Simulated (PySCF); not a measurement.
From one molecule to another.

First species: C2H11FN2Si2.
Numbering: `[CH3:1][N:2]([CH3:3])[Si@H:4]([F:5])[NH:6][SiH3:7]` (hydrogens: H8, H9, H10 on C1; H11, H12, H13 on C3; H14 on Si4; H15 on N6; H16, H17, H18 on Si7)

Second species: C3H9ClF2Si3.
Cartesian coordinates in Å at the GFN2-xTB level; atoms count from 1:
```
atom  x, y, z in Å
F1     1.0902    1.3423    0.8064
C2     1.4753    0.4535   -0.1719
F3     1.7263    1.2530   -1.2607
C4     2.7868   -0.1928    0.2305
Cl5    2.4678   -1.6311    1.2097
Si6    0.0027   -0.7814   -0.5084
C7    -1.3388    0.3216   -1.3423
Si8   -2.4916    0.7689    0.1470
Si9   -1.3233   -0.8318    1.4216
H10    3.4083    0.4862    0.8166
H11    3.3171   -0.5075   -0.6679
H12    0.6332   -1.7523   -1.4168
H13   -0.9356    1.1927   -1.8547
H14   -1.8834   -0.2391   -2.1007
H15   -2.3666    2.1817    0.5145
H16   -3.9061    0.5557   -0.1882
H17   -1.9767   -2.1277    1.6540
H18   -0.6942   -0.4854    2.6999
```

Levels: PBE0/pcSseg-1 for dipole moment, HOMO energy, LUMO energy and HOMO–LUMO gap; GFN2-xTB for rotational constant A and rotational constant C. Geometries: GFN2-xTB. Each species is one conformer at its optimised geometry, gas phase, non-relativistic unless stated. Electronic properties by PySCF.

Dipoles, sizes and rotational constants follow the conformer. The torsions of the flexible species, by atom-mapped SMILES:
- `[CH3:1][N:2]([CH3:3])[Si@H:4]([F:5])[NH:6][SiH3:7]`: C1–N2–Si4–F5 170°, N2–Si4–N6–Si7 -177°
- `[F:1][C:2]([F:3])([CH2:4][Cl:5])[Si@@H:6]1[CH2:7][SiH2:8][SiH2:9]1`: F1–C2–C4–Cl5 88°, F1–C2–Si6–C7 69°

Q: Which of the two has the higher HOMO–LUMO gap, and by how much?

A: The first: 7.10 eV against 6.71 eV, a difference of 0.39 eV.

Q: Which has the higher dipole moment?

A: The first: 2.17 D against 1.05 D, a difference of 1.12 D.

Q: Which has the higher LUMO energy?

A: The first: 0.47 eV against -0.96 eV, a difference of 1.43 eV.

Q: Which of the two has the higher HOMO energy, and by how much?

A: The first: -6.63 eV against -7.67 eV, a difference of 1.04 eV.

Q: Which of the two has the higher rotational constant A, and by how much?

A: The first: 3.244 GHz against 1.282 GHz, a difference of 1.962 GHz.

Q: Which of the two has the higher rotational constant C, and by how much?

A: The first: 0.798 GHz against 0.504 GHz, a difference of 0.294 GHz.

On the first: The dipole equals about 7.2 × 10⁻³⁰ C·m (1 D = 3.33564 × 10⁻³⁰ C·m).

On the second: A dipole of 1.05 D is allowed in C1, and pure rotational transitions are dipole-allowed. In atomic units the dipole is 0.41 e·bohr (1 au = 2.5417 D).
